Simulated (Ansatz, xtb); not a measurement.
## BGeH7Si: where a starting geometry ends

The starting geometry of this gas-phase singlet has its atoms placed at random.

```yaml
atoms:
  - { symbol: B, position_ang: [0.4454, 1.8203, -1.7925] }
  - { symbol: Ge, position_ang: [-0.3817, -0.5205, -0.0210] }
  - { symbol: Si, position_ang: [-1.7296, 1.4671, -0.2679] }
  - { symbol: H, position_ang: [-2.2881, -1.0992, -0.1446] }
  - { symbol: H, position_ang: [-0.3871, -2.0865, -0.7873] }
  - { symbol: H, position_ang: [-0.4332, 1.4082, 1.2742] }
  - { symbol: H, position_ang: [0.7261, -1.1737, -1.1198] }
  - { symbol: H, position_ang: [-0.9390, 0.2646, -1.6712] }
  - { symbol: H, position_ang: [-0.0790, -0.4493, 1.8980] }
  - { symbol: H, position_ang: [0.5032, 0.4602, -1.2491] }
```

Problem. One run relaxed it with r2SCAN-D4/def2-SVP. What is a likely outcome?

Solution. It ends as a structure with H7 bridging B1 and Ge2, given below by its coordinates. Distances that change by over a tenth: B1–Ge2 (3.05 → 2.37 Å), Ge2–H5 (1.74 → 1.53 Å), Ge2–H8 (1.91 → 3.10 Å). Contacts that open: Ge2–H10 (1.80 → 3.10 Å). Contacts that close: B1–Si3 (2.68 → 2.02 Å), B1–H7 (3.08 → 1.36 Å), B1–H8 (2.09 → 1.21 Å), B1–H10 (1.47 → 1.21 Å), Ge2–H9 (1.94 → 1.53 Å), Si3–H4 (2.63 → 1.49 Å), Si3–H6 (2.02 → 1.49 Å).

The energy falls by 14.39 eV over 21 steps:

| step | E − E(last) (eV) |
| --- | --- |
| 1 | 14.385 |
| 3 | 9.102 |
| 5 | 6.130 |
| 8 | 2.369 |
| 10 | 1.327 |
| 12 | 0.910 |
| 14 | 0.467 |
| 17 | 0.052 |
| 19 | 0.000 |
| 21 | 0.000 |

Final geometry (Å):

```yaml
atoms:
  - { symbol: B, position_ang: [-0.0318, 0.5306, -1.3673] }
  - { symbol: Ge, position_ang: [-0.2895, -1.0834, 0.3470] }
  - { symbol: Si, position_ang: [-1.4305, 0.9134, 0.0449] }
  - { symbol: H, position_ang: [-2.8799, 0.6979, -0.2146] }
  - { symbol: H, position_ang: [-0.7651, -2.4323, -0.2039] }
  - { symbol: H, position_ang: [-1.1785, 1.8745, 1.1529] }
  - { symbol: H, position_ang: [0.5792, -0.6559, -1.1007] }
  - { symbol: H, position_ang: [-0.4939, 0.2338, -2.4471] }
  - { symbol: H, position_ang: [0.9770, -1.2236, 1.1988] }
  - { symbol: H, position_ang: [0.9499, 1.2364, -1.2911] }
```

From the same start GFN2-xTB ends elsewhere, in pieces: BGeH5Si + H2.

From so rough a start the end depends on the optimiser's path, so another program may land elsewhere. The end wasn't checked by frequencies. Run with Ansatz 0.2.0, 26 s on 2 threads of Intel(R) Xeon(R) 6975P-C (Granite Rapids) (shared host).
